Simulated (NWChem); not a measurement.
The numbers come from NWChem runs, not from measurements. System: BeO, charge 0, spin multiplicity 1, optimised in this run. The structure started from a generated list of species. Level: PBE/def2-SVP.

Job file:

```
start mol
memory heap 200 mb stack 900 mb global 1100 mb
geometry units angstroms
  Be     0.000000     0.000000     0.863051
  O      0.000000     0.000000    -0.431526
  symmetry group C2v
end
basis spherical
  * library def2-svp
end
dft
  xc xpbe96 cpbe96
  semidirect memsize 60000000 filesize 0
  iterations 100
end
driver
  maxiter 80
end
task dft optimize
task dft freq
```

Output (cleaned and shortened):

```
             Northwest Computational Chemistry Package (NWChem) 7.3.0
             --------------------------------------------------------

                                NWChem Input Module
                                -------------------

 Scaling coordinates for geometry "geometry" by  1.889725989
 (inverse scale =  0.529177249)

 Turning off AUTOSYM since
 SYMMETRY directive was detected!

          ------
          auto-z
          ------

                             Geometry "geometry" -> ""
                             -------------------------

 Output coordinates in angstroms (scale by  1.889725989 to convert to a.u.)

  No.       Tag          Charge          X              Y              Z
 ---- ---------------- ---------- -------------- -------------- --------------
    1 Be                   4.0000     0.00000000     0.00000000     0.86305133
    2 O                    8.0000     0.00000000     0.00000000    -0.43152567

 Effective nuclear repulsion energy (a.u.)      13.0804671858

            Nuclear Dipole moment (a.u.)
            ----------------------------
        X                 Y               Z
 ---------------- ---------------- ----------------
     0.0000000000     0.0000000000     0.0000000000

      Symmetry information
      --------------------

 Group name             C2v
 Group number             16
 Group order               4
 No. of unique centers     2

      Symmetry unique atoms

     1    2


 Summary of "ao basis" -> "" (spherical)
 ------------------------------------------------------------------------------
       Tag                 Description            Shells   Functions and Types
 ---------------- ------------------------------  ------  ---------------------
 *                          def2-svp                  on all atoms

  pbe96 is a nonlocal functional; adding pw91lda local functional.

                           NWChem Geometry Optimization
                           ----------------------------

 maximum gradient threshold         (gmax) =   0.000450
 rms gradient threshold             (grms) =   0.000300
[...]
 Dependent rotation vector no.                    3
  found in ECKART; assuming linear geometry
 Projected Nuclear Hessian trans-rot subspace norm:7.7037D-34
                         (should be close to zero!)

          --------------------------------------------------------
          MASS-WEIGHTED PROJECTED HESSIAN (Hartree/Bohr/Bohr/Kamu)
          --------------------------------------------------------

               1            2            3            4            5            6
   ----- ----- ----- ----- -----
    1    0.00000D+00
    2    0.00000D+00  0.00000D+00
    3    3.44193D-23  0.00000D+00  5.00714D+01
    4    0.00000D+00 -5.38251D-25  1.37792D-22  0.00000D+00
    5    0.00000D+00  0.00000D+00  0.00000D+00  0.00000D+00  0.00000D+00
    6   -3.44480D-23 -8.61201D-24 -3.75849D+01  0.00000D+00  5.17152D-23  2.82123D+01

 center of mass
 --------------
 x =   0.00000000 y =   0.00000000 z =   0.04908204

 moments of inertia (a.u.)
 ------------------
          38.038853703753           0.000000000000           0.000000000000
           0.000000000000          38.038853703753           0.000000000000
           0.000000000000           0.000000000000           0.000000000000

 Rotational Constants
 --------------------
 A=   0.000000 cm-1  (  0.000000 K)
 B=   1.582597 cm-1  (  2.276953 K)
 C=   1.582597 cm-1  (  2.276953 K)

 Temperature                      =   298.15K
 frequency scaling parameter      =   1.0000

 Linear Molecule

 Zero-Point correction to Energy  =    2.055 kcal/mol  (  0.003275 au)
 Thermal correction to Energy     =    3.540 kcal/mol  (  0.005641 au)
 Thermal correction to Enthalpy   =    4.132 kcal/mol  (  0.006585 au)

 Total Entropy                    =   47.255 cal/mol-K
   - Translational                =   35.571 cal/mol-K (mol. weight =  25.0071)
   - Rotational                   =   11.669 cal/mol-K (symmetry #  =        1)
   - Vibrational                  =    0.015 cal/mol-K

 Cv (constant volume heat capacity) =    5.059 cal/mol-K
   - Translational                  =    2.979 cal/mol-K
   - Rotational                     =    1.986 cal/mol-K
   - Vibrational                    =    0.093 cal/mol-K


 ----------------------------------------------------------------------------
 Normal Eigenvalue ||    Projected Derivative Dipole Moments (debye/angs)
  Mode   [cm**-1]  ||      [d/dqX]             [d/dqY]           [d/dqZ]
 ------ ---------- || ------------------ ------------------ -----------------
    1       -0.000 ||      -0.000               0.000             0.000
    2        0.000 ||       1.318               0.000             0.000
    3        0.000 ||       0.000               1.318            -0.000
    4        0.000 ||      -0.989              -0.000            -0.000
    5        0.000 ||      -0.000              -0.989             0.000
    6     1438.268 ||      -0.000              -0.000             0.059
 ----------------------------------------------------------------------------

 ----------------------------------------------------------------------------
 Normal Eigenvalue ||           Projected Infra Red Intensities
  Mode   [cm**-1]  || [atomic units] [(debye/angs)**2] [(KM/mol)] [arbitrary]
 ------ ---------- || -------------- ----------------- ---------- -----------
    1       -0.000 ||    0.000000           0.000         0.000       0.000
    2        0.000 ||    0.075262           1.736        73.369      19.175
    3        0.000 ||    0.075262           1.736        73.369      19.175
    4        0.000 ||    0.042410           0.978        41.343      10.805
    5        0.000 ||    0.042410           0.978        41.343      10.805
    6     1438.268 ||    0.000153           0.004         0.149       0.039
 ----------------------------------------------------------------------------

 Task  times  cpu:        2.8s     wall:        2.8s

 Total times  cpu:        4.6s     wall:        4.6s
```
